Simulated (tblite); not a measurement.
Species: C₄H₈O₃.
Numbering: `[CH3:1][CH:2]1[O:3][CH2:4][O:5][CH2:6][O:7]1` (hydrogens: H8, H9, H10 on C1; H11 on C2; H12, H13 on C4; H14, H15 on C6)

Computed with GFN2-xTB (tblite), gas phase: Langevin dynamics at 600 K from the optimised GFN2-xTB geometry, time step 0.5 fs, friction 0.01 fs⁻¹, 2000 steps.

Start geometry:
```
atom  x, y, z in Å
C1      2.090   -0.521    0.022
C2      0.643   -0.164   -0.253
O3     -0.190   -1.141    0.325
C4     -1.534   -0.793    0.186
O5     -1.814    0.465    0.731
C6     -0.980    1.427    0.152
O7      0.371    1.107    0.291
H8      2.305   -1.498   -0.398
H9      2.246   -0.546    1.096
H10     2.736    0.230   -0.422
H11     0.434   -0.128   -1.348
H12    -2.122   -1.528    0.737
H13    -1.811   -0.798   -0.891
H14    -1.229    1.529   -0.927
H15    -1.150    2.368    0.677
```

The statistics below take the 31 frames saved every 25 fs from 250 to 1000 fs; their kinetic temperature (all 3N coordinates) averages 670 K.

Question: How do the bond lengths spread?

Answer: 
```tsv
bond	start (Å)	mean (Å)	standard deviation (Å)	shortest (Å)	longest (Å)
C1–C2	1.516	1.520	0.054	1.429	1.649
C2–O3	1.408	1.409	0.049	1.336	1.525
O3–C4	1.396	1.407	0.046	1.300	1.469
C4–O5	1.399	1.415	0.048	1.318	1.511
O5–C6	1.399	1.417	0.066	1.286	1.602
C6–O7	1.396	1.398	0.045	1.311	1.512
C2–O7	1.409	1.406	0.038	1.349	1.526
C1–H8	1.085	1.115	0.084	0.967	1.294
C1–H9	1.085	1.094	0.029	1.038	1.143
C1–H10	1.085	1.092	0.037	1.011	1.166
C2–H11	1.115	1.125	0.060	1.049	1.259
C4–H12	1.091	1.098	0.036	1.024	1.154
C4–H13	1.112	1.136	0.051	1.042	1.231
C6–H14	1.112	1.142	0.049	1.034	1.235
C6–H15	1.091	1.106	0.046	1.004	1.211
```

Question: Give the same statistics for bond angles, one of each kind among heavy atoms.

Answer: 
```tsv
angle	start (°)	mean (°)	standard deviation (°)	smallest (°)	largest (°)
C1–C2–O3	109.1	109.8	4.2	100.9	118.5
O3–C2–O7	110.7	110.8	3.9	103.3	119.3
C2–O3–C4	110.8	111.6	4.3	101.7	122.7
O3–C4–O5	112.2	112.2	4.6	106.0	124.0
C4–O5–C6	109.7	111.0	5.1	100.3	125.3
```

The run is classical and short, so these are rough statistics of one trajectory.

The cost below is that of the whole dynamics run. Time: 9.5 s wall; peak memory 0.19 GiB. Hardware: one thread, AMD EPYC 7R13 (x86_64), shared host with 128 logical CPUs at a one-minute load of 57.
